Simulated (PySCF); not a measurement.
**SMILES C#C/C(C)=C(/C=O)OC, C7H8O2**

Geometry (Å), atoms numbered from 1 in this order:
```xyz
17

C    -1.436    2.627   -0.368
C    -1.192    1.475   -0.123
C    -0.954    0.112    0.138
C    -2.080   -0.827   -0.139
C     0.255   -0.279    0.632
C     0.541   -1.656    1.007
O    -0.151   -2.621    0.768
O     1.188    0.695    0.922
C     2.501    0.484    0.446
H    -1.634    3.637   -0.574
H    -1.831   -1.465   -0.986
H    -2.246   -1.490    0.709
H    -2.989   -0.274   -0.362
H     1.473   -1.768    1.592
H     3.049    1.390    0.697
H     2.990   -0.372    0.919
H     2.508    0.344   -0.640
```

Level of theory: GIAO PW91/STO-3G magnetisability, rotational g tensor and spin-rotation constants, non-relativistic, gas phase in PySCF 2.14.0. Geometry: GFN2-xTB.

**Question.** How diamagnetic is it, and how anisotropic?

**Answer.** Isotropic -1074 × 10⁻³⁰ J/T², or -64.7 × 10⁻⁶ cm³/mol; principal values -1372, -1010, -841 × 10⁻³⁰ J/T², anisotropy 470 × 10⁻³⁰ J/T² (root of half the summed squared differences of the principal values). The susceptibility is in cgs units.

**Question.** Split it along the inertial axes a, b, c into diamagnetic and paramagnetic parts about the centre of mass, with the quadrupole moment.

**Answer.** 
| axis | χ (10⁻⁶ cm³/mol) | diamagnetic (10⁻⁶ cm³/mol) | paramagnetic (10⁻⁶ cm³/mol) | summed x² of all electrons (Å²) | quadrupole Θ (D Å) |
| --- | --- | --- | --- | --- | --- |
| a | -59.1 | -725.2 | 666.1 | 186.3 | +0.10 |
| b | -55.0 | -862.7 | 807.7 | 153.9 | +2.21 |
| c | -80.0 | -1443.5 | 1363.6 | 17.0 | -2.31 |

Anisotropies 2χaa − χbb − χcc = +16.6 and 2χbb − χaa − χcc = +29.2 × 10⁻⁶ cm³/mol. Θ is traceless in Buckingham's convention.

**Question.** And the rotational g tensor?

**Answer.** 
| axis | rotational constant (GHz) | g | nuclear part | electronic part |
| --- | --- | --- | --- | --- |
| a | 1.9754 | -0.0222 | 0.5959 | -0.6181 |
| b | 1.5138 | -0.0209 | 0.5536 | -0.5745 |
| c | 0.8859 | -0.0007 | 0.5668 | -0.5675 |

Asymmetric top; isotopes 12C, 1H, 16O; no vibrational averaging.
